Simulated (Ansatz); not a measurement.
Wavefunction ladder for C2H6InO2 (`C[O][In][O]C`) radical

Cartesian coordinates in Å:
```
C -1.507 -1.840 -0.505
O -1.690 -0.758 -1.385
In -0.477 0.838 -1.270
O 0.709 0.734 0.362
C 1.642 1.681 0.790
H -0.821 -2.589 -0.921
H -1.122 -1.548 0.481
H -2.478 -2.327 -0.349
H 2.118 1.301 1.703
H 1.187 2.649 1.038
H 2.439 1.860 0.057
```

Charge 0, multiplicity 2. Correlated methods include outer-core shells of In, which these sets cover unevenly. In: def2 effective core potential. Geometry: relaxed with PBE0-D4/def2-TZVP. It is one conformer, not always the lowest. Frozen core, unrestricted reference, the Gaussian-basis code of Ansatz.

| basis | HF (Eh) | MP2 corr. | CCSD corr. | (T) | CCSD(T) total |
| --- | --- | --- | --- | --- | --- |
| def2-SVP | -417.95717 | -0.72937 | -0.77147 | -0.02218 | -418.75082 |
| def2-TZVPP | -418.24159 | -1.09441 | -1.11466 | -0.04195 | -419.39820 |
| def2-QZVPP | -418.25469 | -1.34349 | – | – | – |
